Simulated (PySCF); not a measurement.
Compound: C4H11Al.
Bonds: C1–C2, C2–C3, C2–C4, C2–Al5. Hydrogens: H6, H7, H8 on C1; H9, H10, H11 on C3; H12, H13, H14 on C4; H15, H16 on Al5.

All values: PBE0/def2-SVPD (PySCF, non-relativistic), on one gas-phase PBE0-D3(BJ)/def2-SVP geometry that isn't relaxed in the solvent. The solvent is an IEF-PCM continuum (cavity from Bondi-type radii × 1.2), and excitations are vertical TDDFT with non-equilibrium linear response and a frozen core. Only the electrostatic response of the medium enters.

Gas-phase singlets (H = HOMO, L = LUMO):

```json
{"state": "S1", "E (eV)": "4.224", "λ (nm)": "294", "f": "0.002", "leading configurations": "H→L 99%"}
{"state": "S2", "E (eV)": "5.400", "λ (nm)": "230", "f": "0.000", "leading configurations": "H-1→L 100%"}
{"state": "S3", "E (eV)": "6.251", "λ (nm)": "198", "f": "0.000", "leading configurations": "H→L+1 99%"}
{"state": "S4", "E (eV)": "6.825", "λ (nm)": "182", "f": "0.000", "leading configurations": "H-2→L 87%, H-3→L 12%"}
{"state": "S5", "E (eV)": "6.826", "λ (nm)": "182", "f": "0.003", "leading configurations": "H-3→L 84%, H-2→L 13%"}
```

Problem. How does the list change in benzene (ε = 2.271)?

Solution. 
```
state  E (eV)  λ (nm)      f  leading configurations  change by rank (eV)
   S1   4.306     288  0.002                 H→L 99%               +0.082
   S2   5.526     224  0.000              H-1→L 100%               +0.126
   S3   6.271     198  0.000               H→L+1 98%               +0.020
   S4   6.836     181  0.236    H→L+2 48%, H→L+3 44%               +0.011
   S5   6.907     180  0.016               H-2→L 92%               +0.081
```

Problem. Give the list for chloroform (ε = 4.711), n² = 2.09.

Solution. 
| state | E (eV) | λ (nm) | f | leading configurations | change by rank (eV) |
| --- | --- | --- | --- | --- | --- |
| S1 | 4.380 | 283 | 0.002 | H→L 99% | +0.156 |
| S2 | 5.654 | 219 | 0.000 | H-1→L 100% | +0.254 |
| S3 | 6.292 | 197 | 0.002 | H→L+1 97% | +0.041 |
| S4 | 6.842 | 181 | 0.272 | H→L+2 54%, H→L+3 42% | +0.017 |
| S5 | 6.960 | 178 | 0.013 | H-2→L 96% | +0.134 |

Problem. The ground-state energy changes by -0.120 eV from gas to chloroform. By how much does the total energy of gas-phase S1 change?

Solution. E(S1) = E(S0) + excitation energy, so it changes by -0.120 + 0.156 = +0.036 eV: it isn't lowered at all, while the ground state is. This is the vertical state, with the slow part of the continuum still set for S0.

Problem. How do the frontier levels move from gas to chloroform?

Solution. 
| orbital | gas (eV) | solvent (eV) | change (eV) |
| --- | --- | --- | --- |
| LUMO+2 | 0.97 | 1.07 | +0.10 |
| LUMO+1 | 0.35 | 0.57 | +0.22 |
| LUMO | -1.34 | -1.00 | +0.34 |
| HOMO | -6.94 | -6.77 | +0.17 |
| HOMO-1 | -8.28 | -8.25 | +0.03 |
| HOMO-2 | -9.33 | -9.13 | +0.20 |
| HOMO-3 | -9.34 | -9.14 | +0.20 |

The HOMO–LUMO gap goes from 5.59 to 5.77 eV. Rows go by rank; for HOMO-3 and HOMO-2 the atom shares or the degeneracy differ between the runs, so the row needn't follow one orbital.
